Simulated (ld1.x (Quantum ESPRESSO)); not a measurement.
## lutetium (Lu): RRKJ pseudisation with LDA (PZ), scalar-relativistic reference atom.

| Item | Value |
| --- | --- |
| Element | Lu |
| Generator | ld1.x (Quantum ESPRESSO) 7.5 |
| Type | norm-conserving RRKJ (Kleinman–Bylander form) |
| Functional | LDA (PZ) |
| Relativity | scalar-relativistic |
| Frozen core | [Kr] 4d10 |
| Valence charge | 25 |
| Reference configuration | 4f13 5s2 5p6 5d2 6s2 6p0 |
| Partial waves | 5p (bound): rc 1.55 bohr; 5d (bound): rc 2.76 bohr; 4f (bound): rc 1.15 bohr; 5s (bound): rc 1.35 bohr |
| Local potential | the s channel |
| Core correction | none |
| rho0 | 0.001 |

Occupied shells without a wave of their own: 6s. They enter only through the test configuration that unscreens the potential.

Poles of the logarithmic derivatives, all-electron (AE) and pseudo (PS). s: poles at -4.8, 1.5 (AE) and -4.8, 1.4 (PS) Ry. p: poles at -2.5, 2.8 (AE) and -2.5, 2.8 (PS) Ry. d: poles at 0.3 (AE) and 0.3 (PS) Ry. f: poles at 3.1 (AE) and 3.3 (PS) Ry. Test radius 2.98 bohr.

- Cutoffs needed: 230 Ry and over 300 Ry (the cutoffs (Ry, on a coarse ladder) from which the occupation-weighted sum of valence levels, in a spherical-Bessel basis at the reference potential, stays within 10 and 1 mRy of its value at 400 Ry)
- Ghost test: no extra level below or beside the all-electron valence levels (p, d, f, s tested) (spherical-Bessel basis up to 400 Ry, 20 bohr box)
- Configuration tests: no test is counted, since the test run did not reproduce the reference configuration
